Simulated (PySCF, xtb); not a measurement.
Ag(NH3)2 (AgH₆N₂), SMILES [NH3]->[Ag+]<-[NH3], charge +1, multiplicity 1.

GFN2-xTB in xtb at its own geometry gives an orbital gap of 5.32 eV.

Geometry optimised at B3LYP-D3(BJ)/def2-SVP. The multiplicity is an assumed one; other spin states were not compared. The isomer is the one that the SMILES or the coordinates give; other isomers of the formula were not compared. The def2 effective core potentials stand for the cores of Ag; spin–orbit coupling is left out.

What does r2SCAN/def2-TZVPD (PySCF) give? (An estimate is asked for; the answer gives what the named calculation found.)

gap 5.47 eV (levels -11.17 and -5.70 eV).
